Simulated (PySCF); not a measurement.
C₆ coefficients of unlike pairs at wB97M-V

Calculated with PySCF 2.14 from the dipole response of each species, C₆(A,B) = (3/π) ∫ α_A(iu) α_B(iu) du, in atomic units, from isotropic polarisabilities. For ions this is the dispersion term alone; charge-induced terms of lower order in 1/R come first.

```json
{"species": "Te", "configuration": "[Kr] 4d10 5s2 5p4 (3P)", "basis": "aug-cc-pwCVDZ-PP with ECP28MDF (6s5p4d1f)", "relativity": "core potential", "α (bohr³)": "37.92", "C₆ (like pair)": "412.3"}
{"species": "Si²⁺", "configuration": "[Ne] 3s2 (1S)", "basis": "aug-cc-pwCVQZ (10s9p7d5f3g)", "relativity": "none", "α (bohr³)": "11.44", "C₆ (like pair)": "38.71"}
{"species": "Se", "configuration": "[Ar] 3d10 4s2 4p4 (3P)", "basis": "aug-cc-pVTZ-PP with ECP10MDF (6s5p4d2f)", "relativity": "core potential", "α (bohr³)": "26.53", "C₆ (like pair)": "217.9"}
{"species": "N²⁺", "configuration": "[He] 2s2 2p1 (2P)", "basis": "dyall-av3z (15s9p3d2f)", "relativity": "none", "α (bohr³)": "2.590", "C₆ (like pair)": "3.701"}
```

Question: Estimate C₆ for N²⁺ with Si²⁺.

Answer: The integral gives 11.38. The combination rule 2 C_A C_B / (C_A α_B/α_A + C_B α_A/α_B) gives 11.41 and the geometric mean 11.97.

No spin-orbit coupling is included.

The other pairs:

```json
{"pair": "N²⁺, Se", "C₆": "27.30"}
{"pair": "N²⁺, Te", "C₆": "37.33"}
{"pair": "Se, Te", "C₆": "299.3"}
{"pair": "Si²⁺, Te", "C₆": "126.2"}
{"pair": "Se, Si²⁺", "C₆": "91.69"}
```
